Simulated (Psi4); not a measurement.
Torsional profile of SMILES [SiH2](C=O)O[SiH3]. Scanned: dihedral O1–C2–Si3–O4; all other coordinates were relaxed at GFN2-xTB. Points at φ and −φ are mirror images. Heavy atoms are numbered in the order of the SMILES O=C[SiH2]O[SiH3], hydrogens after them in the order of the atoms that carry them; the mirror image has the same energies with the sign of each dihedral reversed.

Methods: PBE/def2-TZVP // GFN2-xTB (Psi4); PBE-D3(BJ)/def2-TZVP // GFN2-xTB (Psi4); r2SCAN/def2-TZVP // GFN2-xTB (Psi4); MP2/cc-pVTZ = DF-MP2 (frozen core)/cc-pVTZ // GFN2-xTB (Psi4).

Energies relative to the lowest point of each profile, in kcal/mol; the last columns give the difference from MP2:

```json
[
 {"φ / °": "-165", "PBE/def2-TZVP": "1.0", "PBE-D3(BJ)/def2-TZVP": "1.5", "r2SCAN/def2-TZVP": "1.6", "MP2/cc-pVTZ": "1.7", "PBE/def2-TZVP − MP2/cc-pVTZ": "-0.7", "PBE-D3(BJ)/def2-TZVP − MP2/cc-pVTZ": "-0.2", "r2SCAN/def2-TZVP − MP2/cc-pVTZ": "-0.1"},
 {"φ / °": "-150", "PBE/def2-TZVP": "1.2", "PBE-D3(BJ)/def2-TZVP": "1.8", "r2SCAN/def2-TZVP": "1.9", "MP2/cc-pVTZ": "1.9", "PBE/def2-TZVP − MP2/cc-pVTZ": "-0.7", "PBE-D3(BJ)/def2-TZVP − MP2/cc-pVTZ": "-0.1", "r2SCAN/def2-TZVP − MP2/cc-pVTZ": "0.0"},
 {"φ / °": "-135", "PBE/def2-TZVP": "1.5", "PBE-D3(BJ)/def2-TZVP": "2.1", "r2SCAN/def2-TZVP": "2.2", "MP2/cc-pVTZ": "2.2", "PBE/def2-TZVP − MP2/cc-pVTZ": "-0.7", "PBE-D3(BJ)/def2-TZVP − MP2/cc-pVTZ": "-0.1", "r2SCAN/def2-TZVP − MP2/cc-pVTZ": "0.0"},
 {"φ / °": "-120", "PBE/def2-TZVP": "1.9", "PBE-D3(BJ)/def2-TZVP": "2.5", "r2SCAN/def2-TZVP": "2.6", "MP2/cc-pVTZ": "2.5", "PBE/def2-TZVP − MP2/cc-pVTZ": "-0.6", "PBE-D3(BJ)/def2-TZVP − MP2/cc-pVTZ": "0.0", "r2SCAN/def2-TZVP − MP2/cc-pVTZ": "0.1"},
 {"φ / °": "-105", "PBE/def2-TZVP": "2.3", "PBE-D3(BJ)/def2-TZVP": "2.9", "r2SCAN/def2-TZVP": "3.0", "MP2/cc-pVTZ": "2.9", "PBE/def2-TZVP − MP2/cc-pVTZ": "-0.6", "PBE-D3(BJ)/def2-TZVP − MP2/cc-pVTZ": "0.0", "r2SCAN/def2-TZVP − MP2/cc-pVTZ": "0.2"},
 {"φ / °": "-90", "PBE/def2-TZVP": "2.5", "PBE-D3(BJ)/def2-TZVP": "3.0", "r2SCAN/def2-TZVP": "3.3", "MP2/cc-pVTZ": "3.0", "PBE/def2-TZVP − MP2/cc-pVTZ": "-0.5", "PBE-D3(BJ)/def2-TZVP − MP2/cc-pVTZ": "0.0", "r2SCAN/def2-TZVP − MP2/cc-pVTZ": "0.3"},
 {"φ / °": "-75", "PBE/def2-TZVP": "2.4", "PBE-D3(BJ)/def2-TZVP": "2.9", "r2SCAN/def2-TZVP": "3.2", "MP2/cc-pVTZ": "2.9", "PBE/def2-TZVP − MP2/cc-pVTZ": "-0.5", "PBE-D3(BJ)/def2-TZVP − MP2/cc-pVTZ": "0.0", "r2SCAN/def2-TZVP − MP2/cc-pVTZ": "0.3"},
 {"φ / °": "-60", "PBE/def2-TZVP": "2.1", "PBE-D3(BJ)/def2-TZVP": "2.5", "r2SCAN/def2-TZVP": "2.7", "MP2/cc-pVTZ": "2.5", "PBE/def2-TZVP − MP2/cc-pVTZ": "-0.4", "PBE-D3(BJ)/def2-TZVP − MP2/cc-pVTZ": "0.0", "r2SCAN/def2-TZVP − MP2/cc-pVTZ": "0.2"},
 {"φ / °": "-45", "PBE/def2-TZVP": "1.4", "PBE-D3(BJ)/def2-TZVP": "1.7", "r2SCAN/def2-TZVP": "2.0", "MP2/cc-pVTZ": "1.8", "PBE/def2-TZVP − MP2/cc-pVTZ": "-0.4", "PBE-D3(BJ)/def2-TZVP − MP2/cc-pVTZ": "-0.1", "r2SCAN/def2-TZVP − MP2/cc-pVTZ": "0.2"},
 {"φ / °": "-30", "PBE/def2-TZVP": "0.6", "PBE-D3(BJ)/def2-TZVP": "0.8", "r2SCAN/def2-TZVP": "0.9", "MP2/cc-pVTZ": "0.8", "PBE/def2-TZVP − MP2/cc-pVTZ": "-0.2", "PBE-D3(BJ)/def2-TZVP − MP2/cc-pVTZ": "0.0", "r2SCAN/def2-TZVP − MP2/cc-pVTZ": "0.1"},
 {"φ / °": "-15", "PBE/def2-TZVP": "0.1", "PBE-D3(BJ)/def2-TZVP": "0.2", "r2SCAN/def2-TZVP": "0.2", "MP2/cc-pVTZ": "0.2", "PBE/def2-TZVP − MP2/cc-pVTZ": "0.0", "PBE-D3(BJ)/def2-TZVP − MP2/cc-pVTZ": "0.0", "r2SCAN/def2-TZVP − MP2/cc-pVTZ": "0.0"},
 {"φ / °": "0", "PBE/def2-TZVP": "0.0", "PBE-D3(BJ)/def2-TZVP": "0.0", "r2SCAN/def2-TZVP": "0.0", "MP2/cc-pVTZ": "0.0", "PBE/def2-TZVP − MP2/cc-pVTZ": "0.0", "PBE-D3(BJ)/def2-TZVP − MP2/cc-pVTZ": "0.0", "r2SCAN/def2-TZVP − MP2/cc-pVTZ": "0.0"},
 {"φ / °": "15", "PBE/def2-TZVP": "0.1", "PBE-D3(BJ)/def2-TZVP": "0.2", "r2SCAN/def2-TZVP": "0.2", "MP2/cc-pVTZ": "0.2", "PBE/def2-TZVP − MP2/cc-pVTZ": "0.0", "PBE-D3(BJ)/def2-TZVP − MP2/cc-pVTZ": "0.0", "r2SCAN/def2-TZVP − MP2/cc-pVTZ": "0.0"},
 {"φ / °": "30", "PBE/def2-TZVP": "0.6", "PBE-D3(BJ)/def2-TZVP": "0.8", "r2SCAN/def2-TZVP": "0.9", "MP2/cc-pVTZ": "0.8", "PBE/def2-TZVP − MP2/cc-pVTZ": "-0.2", "PBE-D3(BJ)/def2-TZVP − MP2/cc-pVTZ": "0.0", "r2SCAN/def2-TZVP − MP2/cc-pVTZ": "0.1"},
 {"φ / °": "45", "PBE/def2-TZVP": "1.4", "PBE-D3(BJ)/def2-TZVP": "1.7", "r2SCAN/def2-TZVP": "2.0", "MP2/cc-pVTZ": "1.8", "PBE/def2-TZVP − MP2/cc-pVTZ": "-0.4", "PBE-D3(BJ)/def2-TZVP − MP2/cc-pVTZ": "-0.1", "r2SCAN/def2-TZVP − MP2/cc-pVTZ": "0.2"},
 {"φ / °": "60", "PBE/def2-TZVP": "2.1", "PBE-D3(BJ)/def2-TZVP": "2.5", "r2SCAN/def2-TZVP": "2.7", "MP2/cc-pVTZ": "2.5", "PBE/def2-TZVP − MP2/cc-pVTZ": "-0.4", "PBE-D3(BJ)/def2-TZVP − MP2/cc-pVTZ": "0.0", "r2SCAN/def2-TZVP − MP2/cc-pVTZ": "0.2"},
 {"φ / °": "75", "PBE/def2-TZVP": "2.4", "PBE-D3(BJ)/def2-TZVP": "2.9", "r2SCAN/def2-TZVP": "3.2", "MP2/cc-pVTZ": "2.9", "PBE/def2-TZVP − MP2/cc-pVTZ": "-0.5", "PBE-D3(BJ)/def2-TZVP − MP2/cc-pVTZ": "0.0", "r2SCAN/def2-TZVP − MP2/cc-pVTZ": "0.3"},
 {"φ / °": "90", "PBE/def2-TZVP": "2.5", "PBE-D3(BJ)/def2-TZVP": "3.0", "r2SCAN/def2-TZVP": "3.3", "MP2/cc-pVTZ": "3.0", "PBE/def2-TZVP − MP2/cc-pVTZ": "-0.5", "PBE-D3(BJ)/def2-TZVP − MP2/cc-pVTZ": "0.0", "r2SCAN/def2-TZVP − MP2/cc-pVTZ": "0.3"},
 {"φ / °": "105", "PBE/def2-TZVP": "2.3", "PBE-D3(BJ)/def2-TZVP": "2.9", "r2SCAN/def2-TZVP": "3.0", "MP2/cc-pVTZ": "2.9", "PBE/def2-TZVP − MP2/cc-pVTZ": "-0.6", "PBE-D3(BJ)/def2-TZVP − MP2/cc-pVTZ": "0.0", "r2SCAN/def2-TZVP − MP2/cc-pVTZ": "0.2"},
 {"φ / °": "120", "PBE/def2-TZVP": "1.9", "PBE-D3(BJ)/def2-TZVP": "2.5", "r2SCAN/def2-TZVP": "2.6", "MP2/cc-pVTZ": "2.5", "PBE/def2-TZVP − MP2/cc-pVTZ": "-0.6", "PBE-D3(BJ)/def2-TZVP − MP2/cc-pVTZ": "0.0", "r2SCAN/def2-TZVP − MP2/cc-pVTZ": "0.1"},
 {"φ / °": "135", "PBE/def2-TZVP": "1.5", "PBE-D3(BJ)/def2-TZVP": "2.1", "r2SCAN/def2-TZVP": "2.2", "MP2/cc-pVTZ": "2.2", "PBE/def2-TZVP − MP2/cc-pVTZ": "-0.7", "PBE-D3(BJ)/def2-TZVP − MP2/cc-pVTZ": "-0.1", "r2SCAN/def2-TZVP − MP2/cc-pVTZ": "0.0"},
 {"φ / °": "150", "PBE/def2-TZVP": "1.2", "PBE-D3(BJ)/def2-TZVP": "1.8", "r2SCAN/def2-TZVP": "1.9", "MP2/cc-pVTZ": "1.9", "PBE/def2-TZVP − MP2/cc-pVTZ": "-0.7", "PBE-D3(BJ)/def2-TZVP − MP2/cc-pVTZ": "-0.1", "r2SCAN/def2-TZVP − MP2/cc-pVTZ": "0.0"},
 {"φ / °": "165", "PBE/def2-TZVP": "1.0", "PBE-D3(BJ)/def2-TZVP": "1.5", "r2SCAN/def2-TZVP": "1.6", "MP2/cc-pVTZ": "1.7", "PBE/def2-TZVP − MP2/cc-pVTZ": "-0.7", "PBE-D3(BJ)/def2-TZVP − MP2/cc-pVTZ": "-0.2", "r2SCAN/def2-TZVP − MP2/cc-pVTZ": "-0.1"},
 {"φ / °": "180", "PBE/def2-TZVP": "0.9", "PBE-D3(BJ)/def2-TZVP": "1.5", "r2SCAN/def2-TZVP": "1.5", "MP2/cc-pVTZ": "1.7", "PBE/def2-TZVP − MP2/cc-pVTZ": "-0.8", "PBE-D3(BJ)/def2-TZVP − MP2/cc-pVTZ": "-0.2", "r2SCAN/def2-TZVP − MP2/cc-pVTZ": "-0.1"}
]
```

PBE/def2-TZVP is furthest from MP2/cc-pVTZ at 180 (-0.8 kcal/mol, below); its mean absolute difference over the points is 0.5 kcal/mol.

PBE-D3(BJ)/def2-TZVP is furthest from MP2/cc-pVTZ at 180 (-0.2 kcal/mol, below); its mean absolute difference over the points is 0.1 kcal/mol.

r2SCAN/def2-TZVP is furthest from MP2/cc-pVTZ at -75 (0.3 kcal/mol, above); its mean absolute difference over the points is 0.1 kcal/mol.
